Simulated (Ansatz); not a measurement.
Consider the cleavage of the Si–Si bond: `[SiH3][SiH2]I` + `[OH][Al]([OH])[Br]` → `[OH][Al]([Br])[O][SiH3]` + `[SiH3]I`.

Calculated with Ansatz (gas phase, PBE0-D4/def2-TZVP geometries, no zero-point term in ΔE). CCSD(T)/CBS is the MP2 limit (def2-TZVPP, def2-QZVPP) plus CCSD(T) − MP2 in def2-TZVPP, frozen cores. def2 core potentials past Kr. For Br, I outer-core shells are correlated without core-valence functions, which leaves a few kJ/mol of doubt a bond. Scalar relativity is left out up to krypton. Each species was taken in one conformer, which may not be the lowest.

`[SiH3][SiH2]I`:

Cartesian coordinates in Å:
```
Si -0.414 -1.082 0.396
Si 0.352 0.892 -0.591
I 0.861 2.476 1.208
H -0.739 -2.088 -0.651
H -1.633 -0.785 1.191
H 0.645 -1.621 1.286
H 1.597 0.687 -1.373
H -0.670 1.521 -1.465
```

`[OH][Al]([OH])[Br]`:

Cartesian coordinates in Å:
```
O 1.460 0.754 0.159
Al -0.028 -0.017 0.048
O -0.675 -0.275 -1.481
Br -1.126 -0.687 1.896
H 1.886 0.933 0.996
H -1.517 -0.707 -1.618
```

`[OH][Al]([Br])[O][SiH3]`:

Z-matrix (Å, degrees):
```
Si
O 1 1.630
H 1 1.486 2 109.4
H 1 1.487 2 110.8 3 120.3
H 1 1.486 2 109.4 3 -119.5
Al 2 1.672 1 158.8 3 -116.5
Br 6 2.233 2 120.1 1 1.2
O 6 1.680 2 122.1 1 -178.8
H 8 0.956 6 122.9 2 0.0
```

`[SiH3]I`:

Z-matrix (Å, degrees):
```
Si
I 1 2.439
H 1 1.481 2 108.4
H 1 1.481 2 108.5 3 -120.0
H 1 1.481 2 108.5 3 120.0
```

```json
{"species": "`[SiH3][SiH2]I`", "CCSD(T)/CBS(def2) energy (Eh)": "-878.63094"}
{"species": "`[OH][Al]([OH])[Br]`", "CCSD(T)/CBS(def2) energy (Eh)": "-2967.07960"}
{"species": "`[OH][Al]([Br])[O][SiH3]`", "CCSD(T)/CBS(def2) energy (Eh)": "-3257.40041"}
{"species": "`[SiH3]I`", "CCSD(T)/CBS(def2) energy (Eh)": "-588.34840"}
```

(1) Work out ΔE.

(2) What do rigid-rotor, harmonic-oscillator terms from PBE0-D4/def2-TZVP frequencies (298.15 K, 1 bar) make of the CCSD(T)/CBS value? (Estimate.)

Largest T1 diagnostic among the species: 0.010.

Answers

(1) ΔE = (-3257.40041) + (-588.34840) − (-878.63094) − (-2967.07960) = -0.03827 Eh = -100.5 kJ/mol.

(2) Computed: ΔZPE = -2.8 kJ/mol, ΔH = -103.3 kJ/mol, ΔS = 9 J/(mol·K), ΔG = -106.0 kJ/mol. Modes under 50 cm⁻¹ make the entropy rough.

From r2SCAN to r2SCAN0 (25 % exact exchange), in def2-TZVPP and without D4, ΔE moves by −4.2 kJ/mol. In def2-TZVPP, CCSD(T) changes the Hartree–Fock value by +30.2 kJ/mol (the triples alone add +4.4 kJ/mol) and MP2 by +25.0 kJ/mol. At CCSD(T), def2-SVP lies −3.3 kJ/mol from the extrapolated value and def2-TZVPP −2.0 kJ/mol.
